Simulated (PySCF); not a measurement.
An unknown is described by computed data only.

Elements present: C and H. Monoisotopic mass: 91.0542 u (electron mass counted); charge +1.

- 1H NMR: chemical shifts (computed TMS as zero) by class: 9.57 (2 H), 9.53 (1 H), 8.96 (2 H), 8.68 (2 H) ppm [GIAO PBE0/pcSseg-1]
- Polarisability: 77.5 au [wB97X-D/def2-SVPD]
- UV, strongest line: among the 8 lowest singlet transitions: S3 at 4.84 eV (256 nm, f = 0.387) [TDDFT wB97X-D/def2-SVPD]
- Triplet: lowest triplet excitation (Tamm–Dancoff): 2.20 eV [TDA wB97X-D/def2-SVPD]
- 13C NMR: chemical shifts (computed TMS as zero) by class: 212.0 (1 C), 177.8 (1 C), 164.8 (2 C), 147.9 (1 C), 141.9 (2 C) ppm [GIAO PBE0/pcSseg-1]
- Rotational structure: rotational constants A, B, C: 5.437, 2.790, 1.844 GHz [GFN2-xTB]
- UV, first state: lowest singlet excitation: 3.27 eV (379 nm, f = 0.034) [TDDFT wB97X-D/def2-SVPD]

Electronic properties: PySCF, gas phase, density fitting. Levels stand in brackets. Geometry: GFN2-xTB; no solvent, vibrations or thermal averaging. NMR classes are plain means over equivalent atoms (diastereotopic ones count apart unless rotation or inversion swaps them), as if these changed places fast.

Question: Which formula fits the mass and the elements?

Answer: C7H7 (calculated 91.0542). No other formula that holds each of these elements comes within 0.0003 u with a fitting electron parity and a possible valence count.

Question: Propose a structure and show how it fits.

Answer: Numbering: `[CH2+:1][c:2]1[cH:3][cH:4][cH:5][cH:6][cH:7]1`. 7 carbons fall into 5 classes; from least to most shielded: carbon bonded to C and 2 H [C1] (212.0 ppm), aromatic CH carbon [C5] (177.8 ppm), aromatic CH carbon [C3/C7] (164.8 ppm, 2 C), substituted aromatic carbon [C2] (147.9 ppm), aromatic CH carbon [C4/C6] (141.9 ppm, 2 C). Hydrogen classes from least to most shielded: 2 H on a carbon bonded to C and 2 H, C1 (9.57 ppm), 1 H on the para carbon, C5 (9.53 ppm), 2 H on the ortho carbons, C3/C7 (8.96 ppm), 2 H on the meta carbons, C4/C6 (8.68 ppm). S1 is mainly HOMO→LUMO (weight 0.99); the largest Löwdin shares of the orbital it empties are 0.21 on each of 2 atoms of one kind (aromatic CH carbon) and 0.20 on each of 2 atoms of one kind (aromatic CH carbon), of the orbital it fills 0.33 on the carbon bonded to C and 2 H, 0.17 on an aromatic CH carbon and 0.12 on each of 2 atoms of one kind (aromatic CH carbon). The optimised geometry has point group C2v and is an asymmetric top. Structure: `[CH2+]c1ccccc1`. Computed isomers that give other values at the same levels: `C#CC1=CC[C+]1C` (13C chemical shifts (computed TMS as zero) by class: 179.8 (1 C), 155.0 (1 C), 139.1 (1 C), 134.6 (1 C), 70.1 (1 C), 53.1 (1 C), 19.3 (1 C) ppm); `C=Cc1c[c+]1C=C` (13C chemical shifts (computed TMS as zero) by class: 178.5 (1 C), 176.7 (1 C), 167.4 (1 C), 165.5 (1 C), 157.8 (1 C), 123.2 (1 C), 122.0 (1 C) ppm); `C#C[C+]1C=CCC1` (rotational constant A: 7.775 GHz; this holds for the one conformer computed). The assignments are read from this structure; whether some other isomer fits the data as well wasn't checked.
